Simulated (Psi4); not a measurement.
A dimer, H8Ge3 ··· H2O (SMILES [GeH3][GeH2][GeH3] and O), singlet; the first 11 atoms form monomer A.

```
14

Ge     1.9078     0.7317    -0.0091
Ge     0.1805    -0.9857    -0.1186
Ge    -2.0409    -0.0041     0.0965
H      3.3132     0.1196    -0.1488
H      1.7025     1.7551    -1.1406
H      1.8260     1.4734     1.3373
H      0.4021    -2.0130     1.0101
H      0.2847    -1.7383    -1.4606
H     -2.2805     1.0067    -1.0395
H     -2.1589     0.7381     1.4399
H     -3.1365    -1.0836     0.0333
O     -0.3659     1.9954     0.2393
H     -0.4367     2.4811     1.0674
H     -0.5051     2.6512    -0.4516
```

Task: What interaction energy does SAPT0/jun-cc-pVDZ, frozen core (Psi4) give, and which attractive term is the largest?

Result: Total 34.22 kJ/mol: electrostatics -120.22, exchange 209.77, induction -23.21, dispersion -32.12. The most attractive term is electrostatics.
